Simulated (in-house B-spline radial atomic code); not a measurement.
Results of a calculation; reference values are marked as such.
## Softness against transferability: the 5s channel of I

I, [Kr] 4d10 5s2 5p5, non-relativistic LDA (VWN5), spherical and spin-unpolarised, from a B-spline radial code for spherical atoms (atomic units). The all-electron 5s level is ε = -0.596339 hartree, its outermost node lies just inside 0.93 bohr and its outer maximum at 1.75 bohr.

Troullier-Martins pseudo-orbitals are made for several radii. The cutoffs (hartree) are the plane-wave energies beyond which the orbital holds less than the named kinetic energy per electron. The phase error is the difference, pseudo minus all-electron, of arctan(R P'/P) at R = 2.75 bohr for all radii, half a hartree below and above the level.

```csv
r_c (bohr),V_l(0) (hartree),cutoff for 10 mEh,for 1 mEh,for 0.1 mEh,phase error at ε − 0.5 (mrad),at ε + 0.5 (mrad)
1.31,-12.96,24.2,72,132,-4.9,-38.7
1.53,-1.87,12.7,29.8,55.3,-1.7,-3.8
1.75,2.66,5.78,15.2,28.6,-1.1,-2.1
1.98,2.56,5.64,14.8,27.4,-1.2,-2.2
2.21,1.30,5.12,13.1,23.4,-2.3,-4.3
2.45,0.37,4.38,11,18.5,-5.1,-9.3
```

Problem. Which radius needs the lowest cutoff for 0.1 mEh while both phase errors stay within 4.4 mrad?

Solution. The radii within that limit are 1.53, 1.75, 1.98, 2.21 bohr; of these r_c = 2.21 needs the least, 23.4 hartree, that is 46.8 Ry or 637 eV.

Problem. What does the larger radius buy, and what does it cost?

Solution. From r_c = 1.31 to 2.45 bohr the cutoff for 1 mEh goes from 72 to 11 hartree, a factor of 6.55, against 3.50 for a pure 1/r_c² scaling, end to end; step by step it is 72, 29.8, 15.2, 14.8, 13.1, 11, and for 0.1 mEh 132, 55.3, 28.6, 27.4, 23.4, 18.5; the number of plane waves goes as the cutoff to the power 3/2, here a factor of 16.7. The larger of the two phase errors is least at r_c = 1.75 bohr, 2.1 mrad; it is 38.7 at the smallest radius and 9.3 at the largest. These errors test the reference atom alone. The smallest radius lies well inside the outer maximum, where the nodeless form must bend sharply to keep the norm, so it is both harder and scatters less well than the next. Large radii also let the cores of neighbours overlap, which an atom doesn't show.
